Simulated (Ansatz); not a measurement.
One change: `[F][Al]1[O]C[SiH2]1` becomes `[OH][Al]1[O]C[SiH2]1`.

Ansatz, PBE0-D4/def2-TZVP geometries, multiplicity 1. Each molecule was computed in one conformer, which needn't be the lowest.

```tsv
property	`[F][Al]1[O]C[SiH2]1`
HOMO–LUMO gap (PBE0/def2-TZVPP) / eV	6.50
size of the dipole moment (PBE/def2-TZVPP) / D	1.95
LUMO energy (ωB97M-V/def2-TZVPP) / eV	0.52
HOMO energy (PBE/def2-TZVPP) / eV	-6.55
LUMO energy (PBE0/def2-TZVPP) / eV	-1.21
HOMO energy (PBE0/def2-TZVPP) / eV	-7.71
```

Problem. What does the change do to each property? (An estimate is asked.)

Solution. Computed: 
| property | `[OH][Al]1[O]C[SiH2]1` | shift |
| --- | --- | --- |
| HOMO–LUMO gap (PBE0/def2-TZVPP) / eV | 6.42 | -0.08 |
| size of the dipole moment (PBE/def2-TZVPP) / D | 2.05 | 0.10 |
| LUMO energy (ωB97M-V/def2-TZVPP) / eV | 0.83 | 0.31 |
| HOMO energy (PBE/def2-TZVPP) / eV | -6.22 | 0.33 |
| LUMO energy (PBE0/def2-TZVPP) / eV | -0.89 | 0.32 |
| HOMO energy (PBE0/def2-TZVPP) / eV | -7.31 | 0.40 |

With PBE0 the HOMO rises by 0.40 eV and the LUMO rises by 0.32 eV, so the gap narrows by about 0.08 eV. PBE moves the HOMO by 0.33 eV and ωB97M-V by 0.39 eV. Dipoles are sizes alone; their direction can turn.

Positive LUMOs are unbound, so they and the gaps depend on the basis.
